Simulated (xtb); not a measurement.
trans-ethylamine (C2H7N), singlet, at a GFN2-xTB geometry; GFN2-xTB in xtb 6.7.1.

Here is a job for xtb.
```
$ xtb mol.xyz --gfn 2 --etemp 5000 --json

# file mol.xyz
10

C      1.21347580    -0.33489211    -0.00053948
C     -0.01511352     0.57959694    -0.00065065
N     -1.29044637    -0.11469946     0.00111158
H      2.12582993     0.25587901    -0.00190763
H      1.21478843    -0.97056086     0.88382899
H      1.21344556    -0.97257980    -0.88345425
H      0.00625613     1.22117055    -0.88594093
H      0.00760037     1.22319154     0.88313798
H     -1.36186295    -0.71028181     0.82013011
H     -1.36310650    -0.71215141    -0.81643455
```

It wrote (shortened):

```
   ID    Z sym.   atoms
    1    6 C      1, 2
    2    7 N      3
    3    1 H      4-10

           -------------------------------------------------
          |                Calculation Setup                |
           -------------------------------------------------

           -------------------------------------------------
          |                 G F N 2 - x T B                 |
           -------------------------------------------------

          ...................................................
          :                      SETUP                      :
          :.................................................:
          :  # basis functions                  19          :
          :  # atomic orbitals                  19          :
          :  # shells                           13          :
          :  # electrons                        20          :
          :  max. iterations                   250          :
          :  Hamiltonian                  GFN2-xTB          :
          :  restarted?                      false          :
          :  GBSA solvation                  false          :
          :  PC potential                    false          :
          :  electronic temp.         5000.0000000     K    :
          :  accuracy                    1.0000000          :
          :  -> integral cutoff          0.2500000E+02      :
          :  -> integral neglect         0.1000000E-07      :
          :  -> SCF convergence          0.1000000E-05 Eh   :
          :  -> wf. convergence          0.1000000E-03 e    :
          :  Broyden damping             0.4000000          :
          :  net charge                          0          :
          :  unpaired electrons                  0          :
          ...................................................

 iter      E             dE          RMSdq      gap      omega  full diag
   1    -10.8796695 -0.108797E+02  0.293E+00   11.32       0.0  T
   2    -10.8988368 -0.191673E-01  0.156E+00   11.61       1.0  T
   3    -10.8996174 -0.780656E-03  0.672E-01   11.67       1.0  T
   4    -10.8996857 -0.682826E-04  0.895E-02   11.59       1.0  T
   5    -10.8996896 -0.387644E-05  0.435E-02   11.59       1.0  T
   6    -10.8996900 -0.438763E-06  0.956E-03   11.59       3.3  T
   7    -10.8996901 -0.109523E-06  0.181E-03   11.59      17.5  T
   8    -10.8996902 -0.160913E-08  0.239E-04   11.59     132.5  T
   9    -10.8996902 -0.465974E-10  0.885E-05   11.59     357.2  T

   *** convergence criteria satisfied after 9 iterations ***

         :::::::::::::::::::::::::::::::::::::::::::::::::::::
         ::                     SUMMARY                     ::
         :::::::::::::::::::::::::::::::::::::::::::::::::::::
         :: total energy             -10.754860627799 Eh    ::
         :: gradient norm              0.000026957815 Eh/a0 ::
         :: HOMO-LUMO gap             11.590028803771 eV    ::
         ::.................................................::
         :: SCC energy               -10.899689201795 Eh    ::
         :: -> isotropic ES            0.012230187704 Eh    ::
         :: -> anisotropic ES          0.004057844648 Eh    ::
         :: -> anisotropic XC          0.009710869280 Eh    ::
         :: -> dispersion             -0.003453942177 Eh    ::
         :: repulsion energy           0.144828573996 Eh    ::
         :: add. restraining           0.000000000000 Eh    ::
         :: total charge              -0.000000000010 e     ::
         :::::::::::::::::::::::::::::::::::::::::::::::::::::

           -------------------------------------------------
          |                Property Printout                |
           -------------------------------------------------

    * Orbital Energies and Occupations

         #    Occupation            Energy/Eh            Energy/eV
      -------------------------------------------------------------
         1        2.0000           -0.6273761             -17.0718
[...]
         4        2.0000           -0.5285558             -14.3827
         5        2.0000           -0.5012989             -13.6410
         6        2.0000           -0.4861792             -13.2296
         7        2.0000           -0.4769084             -12.9773
         8        2.0000           -0.4534268             -12.3384
         9        2.0000           -0.4316632             -11.7462
        10        2.0000           -0.3656535              -9.9499 (HOMO)
        11        0.0000            0.0602722               1.6401 (LUMO)
        12        0.0000            0.1102548               3.0002
        13                          0.1350290               3.6743
        14                          0.1462455               3.9795
        15                          0.1717111               4.6725
        16                          0.2103630               5.7243
        17                          0.2243176               6.1040
        18                          0.2542655               6.9189
        19                          0.2891086               7.8670
      -------------------------------------------------------------
                  HL-Gap            0.4259257 Eh           11.5900 eV
             Fermi-level           -0.1529639 Eh           -4.1624 eV

     #   Z          covCN         q      C6AA      α(0)
     1   6 C        3.750    -0.111    22.685     6.793
     2   6 C        3.730     0.020    20.335     6.437
     3   7 N        2.628    -0.343    28.845     7.977
     4   1 H        0.925     0.033     2.539     2.492
     5   1 H        0.925     0.031     2.567     2.505
     6   1 H        0.925     0.031     2.567     2.505
     7   1 H        0.924     0.033     2.540     2.492
     8   1 H        0.924     0.033     2.540     2.492
     9   1 H        0.860     0.136     1.501     1.919
    10   1 H        0.860     0.136     1.501     1.919

 Mol. C6AA /au·bohr⁶  :        626.911614
 Mol. C8AA /au·bohr⁸  :      12367.821833
 Mol. α(0) /au        :         37.532650

Wiberg/Mayer (AO) data.
largest (>0.10) Wiberg bond orders for each atom

 ---------------------------------------------------------------------------
     #   Z sym  total        # sym  WBO       # sym  WBO       # sym  WBO
 ---------------------------------------------------------------------------
     1   6 C    3.997 --     2 C    1.005     5 H    0.988     6 H    0.988
                             4 H    0.987
     2   6 C    3.987 --     3 N    1.029     1 C    1.005     7 H    0.976
                             8 H    0.976
     3   7 N    3.009 --     2 C    1.029     9 H    0.968    10 H    0.968
     4   1 H    0.999 --     1 C    0.987
     5   1 H    0.999 --     1 C    0.988
     6   1 H    0.999 --     1 C    0.988
     7   1 H    0.999 --     2 C    0.976
     8   1 H    0.999 --     2 C    0.976
     9   1 H    0.982 --     3 N    0.968
    10   1 H    0.982 --     3 N    0.968
 ---------------------------------------------------------------------------

Topologies differ in total number of bonds
Writing topology from bond orders to xtbtopo.mol

molecular dipole:
                 x           y           z       tot (Debye)
 q only:        0.162      -0.144       0.000
   full:        0.407      -0.438       0.000       1.521
molecular quadrupole (traceless):
                xx          xy          yy          xz          yz          zz
 q only:       -0.974       1.083       0.500      -0.000      -0.001       0.474
  q+dip:       -3.214       2.142       1.189       0.002      -0.001       2.025
   full:       -2.919       2.334       1.138       0.001      -0.001       1.780

           -------------------------------------------------
          | TOTAL ENERGY              -10.754860627799 Eh   |
          | GRADIENT NORM               0.000026957815 Eh/α |
          | HOMO-LUMO GAP              11.590028803771 eV   |
           -------------------------------------------------

normal termination of xtb
```
